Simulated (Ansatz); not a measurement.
Consider the substitution at a C–I bond: `ClCCI` + `OCF` → `FCOCCCl` + HI.

Computed with Ansatz on PBE0-D4/def2-TZVP structures; ΔE is electronic, products minus reactants. CBS: MP2 limit from def2 TZ/QZ plus the TZ coupled-cluster correction, frozen cores. DFT in def2-TZVPP. Elements past krypton have def2 core potentials. For I outer-core shells are correlated without core-valence functions, which leaves a few kJ/mol of doubt a bond. Each species was taken in one conformer, which may not be the lowest.

`ClCCI`:

Z-matrix (Å, degrees):
```
C
C 1 1.502
Cl 1 1.788 2 109.1
H 1 1.088 2 111.9 3 118.4
H 1 1.088 2 111.9 3 -118.4
I 2 2.143 1 109.5 3 -180.0
H 2 1.087 1 112.2 3 -62.3
H 2 1.087 1 112.2 3 62.3
```

`OCF`:

```xyz
6

O     1.077   -0.084   -0.051
C    -0.257    0.226   -0.051
F    -0.839   -0.082    1.163
H     1.181   -1.041   -0.055
H    -0.823   -0.324   -0.811
H    -0.340    1.304   -0.196
```

`FCOCCCl`:

```xyz
12

F    -0.578    1.177    2.243
C    -0.992    1.274    0.927
O    -0.813    0.094    0.267
C     0.535   -0.250    0.030
C     0.591   -1.320   -1.022
Cl    0.103   -0.712   -2.622
H    -2.060    1.492    0.927
H    -0.407    2.088    0.478
H     1.102    0.634   -0.291
H     0.993   -0.637    0.949
H    -0.080   -2.140   -0.771
H     1.607   -1.700   -1.116
```

HI:

Cartesian coordinates in Å:
```
I 0.470 0.545 -0.361
H -0.470 -0.545 0.361
```

Q: Is it downhill or uphill in electronic energy at CCSD(T)/CBS, and by how much? (Estimate.)

A: The calculation gave: Uphill: ΔE = +9.5 kcal/mol.

Q: What do these levels give: PBE-D4, HF/def2-TZVPP, SCS-MP2/def2-TZVPP, MP2/def2-QZVPP, SCS-MP2/def2-QZVPP, HF/CBS(def2)? (Best estimate.)

A: Computed: PBE-D4 8.3, HF/def2-TZVPP 4.9, SCS-MP2/def2-TZVPP 9.0, MP2/def2-QZVPP 11.4, SCS-MP2/def2-QZVPP 10.1, HF/CBS(def2) 5.0 kcal/mol.

Largest T1 diagnostic among the species: 0.011.

In def2-TZVPP, CCSD(T) changes the Hartree–Fock value by +2.6 kcal/mol (the triples alone add +0.6 kcal/mol) and MP2 by +5.3 kcal/mol.
